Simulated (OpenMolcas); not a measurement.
# Ga+: effect of the active space

```
Program             : OpenMolcas 26.06
Method              : SS-CASPT2 or its RAS form, IPEA 0.25 Eh, imaginary shift 0.1 Eh
Basis               : ANO-RCC-VTZP
Scalar Hamiltonian  : DKH2, point nucleus
Spin-orbit coupling : state interaction with AMFI integrals over the reference wave functions, term energies averaged over their components
```

A. 2 electrons in 4 orbitals (4s 4p); 2S+1 = 3 even, 3 roots; 2S+1 = 1 even, 7 roots; 2S+1 = 3 odd, 3 roots; 2S+1 = 1 odd, 3 roots; closed shells correlated: 3d; CASPT2 step of the order of 1.2 core-seconds
B. 2 electrons in 8 orbitals (4s 4p 5s 5p); 2S+1 = 3 even, 3 roots; 2S+1 = 1 even, 7 roots; 2S+1 = 3 odd, 3 roots; 2S+1 = 1 odd, 3 roots; closed shells correlated: 3d; CASPT2 step about 2.1 core-seconds
C. 2 electrons in 9 orbitals (RAS2 4s 4p; RAS3 4d, at most 2 electrons); 2S+1 = 3 even, 3 roots; 2S+1 = 1 even, 7 roots; 2S+1 = 3 odd, 3 roots; 2S+1 = 1 odd, 3 roots; closed shells correlated: 3d; CASPT2 step of the order of 5 core-seconds

Energies in cm-1 above 4s2 1S0, the measured ground level; measured values from NIST Handbook of Basic Atomic Spectroscopic Data.

| Level | A | B | C | Measured |
| --- | --- | --- | --- | --- |
| 4s2 1S0 | 0.0 | 0.0 | 0.0 | 0.0 |
| 4s 4p 3P* 0 | 45577 | 45824 | 45688 | 47368 |
| 4s 4p 3P* 1 | 45948 | 46194 | 46057 | 47814 |
| 4s 4p 3P* 2 | 46710 | 46956 | 46822 | 48750 |
| 4s 4p 1P* 1 | 71489 | 71398 | 70198 | 70701 |

Deviations, from unrounded energies. A percentage is the sum of absolute deviations over the sum of measured energies, with the sign that they share, or ± where signs differ.

```csv
Against measurement,Levels,A,B,C
mean absolute deviation (cm-1),4,1600,1400,1500
other configurations (%),4,±3.0,±2.6,-2.7
```

B, C lie about equally close to measurement and A furthest from it. The largest miss of B in the table is 4s 4p 3P* 2, by -1800 cm-1. The ranking rests on the paired levels alone, and a cruder setting can come out closer through cancelling errors.

Among A to C the level of the table that moves most is 4s 4p 1P* 1, by 1300 cm-1 (lowest in C, highest in A).

Over all roots computed the reference weight is 0.90 to 0.96 in B; the roots of lowest weight are the least certain, and an intruder state may touch them. The run also gave levels led by 4s 5s, which use shells meant for correlation; these and all levels above them are left out (holds for B). Active for correlation alone: 4d; no level in the range computed is led by a configuration that fills it, so any true level of that kind is missing (holds for C). Computed and measured levels are paired by configuration, term and J; levels that our copy of the source lacks, or whose pairing is in doubt (as where it misses far off the trend of its configuration), stay unpaired and out of the deviations. Levels of configurations outside the active space are missing. The table leaves out levels that lie high or whose names do not pair safely across all columns.

* marks odd parity.
